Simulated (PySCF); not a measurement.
PbF₂, SMILES [F][Pb][F] (connectivity only; charge and spin as stated), neutral, multiplicity 1.

Geometry: PBE-D3(BJ)/def2-TZVP. The def2 effective core potentials stand for the cores of Pb; spin–orbit coupling is left out.

These are B3LYP/def2-TZVPD (PySCF) values and carry that method's errors.

Symmetry labels are those of the subgroup C2v that the program uses (full group C2v).

Computed valence orbital energies around the gap with their symmetry:
```json
[
 {"orbital": "HOMO−7", "symmetry": "B2", "energy (eV)": "-23.76"},
 {"orbital": "HOMO−6", "symmetry": "A1", "energy (eV)": "-14.52"},
 {"orbital": "HOMO−5", "symmetry": "B2", "energy (eV)": "-10.62"},
 {"orbital": "HOMO−4", "symmetry": "A1", "energy (eV)": "-10.16"},
 {"orbital": "HOMO−3", "symmetry": "B1", "energy (eV)": "-10.15"},
 {"orbital": "HOMO−2", "symmetry": "A2", "energy (eV)": "-9.82"},
 {"orbital": "HOMO−1", "symmetry": "B2", "energy (eV)": "-9.68"},
 {"orbital": "HOMO", "symmetry": "A1", "energy (eV)": "-8.97"},
 {"orbital": "LUMO", "symmetry": "B1", "energy (eV)": "-3.27"},
 {"orbital": "LUMO+1", "symmetry": "B2", "energy (eV)": "-1.24"},
 {"orbital": "LUMO+2", "symmetry": "A1", "energy (eV)": "-1.16"},
 {"orbital": "LUMO+3", "symmetry": "A1", "energy (eV)": "0.18"}
]
```
